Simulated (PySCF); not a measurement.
Give a PBE0-D3(BJ)/def2-SVP geometry of `[O]=[Re](=[O])(=[O])[F]` (ReO3F). (Singlet state.)

```
atom  x, y, z in Å
Re1    0.0042    0.0100    0.0047
O2    -0.0028   -0.0225    1.6934
O3     1.6020    0.1826   -0.5142
O4    -0.8648    1.3671   -0.5010
F5    -0.7386   -1.5373   -0.6828
```

Orientation and origin are arbitrary. Atoms count from 1 in this order. Re1 (rhenium bonded to F and 3 O) is tetrahedral (angles from 108.2° to 110.8°). All 3 O–Re bonds measure 1.689 Å.

Bonds between heavy atoms (Å): Re1–O2 1.689, Re1–O3 1.689, Re1–O4 1.689, Re1–F5 1.849.

Computed, not measured: PBE0-D3(BJ)/def2-SVP geometry optimisation, gas phase, def2 core potentials past Kr in PySCF 2.14.0.

Point group: C3v (every atom within 0.08 Å of its image). No frequency check.

Hardware: one thread of an Arm Neoverse V1, no GPU, shared host. Cost: 39 s. These figures are those of the optimisation.
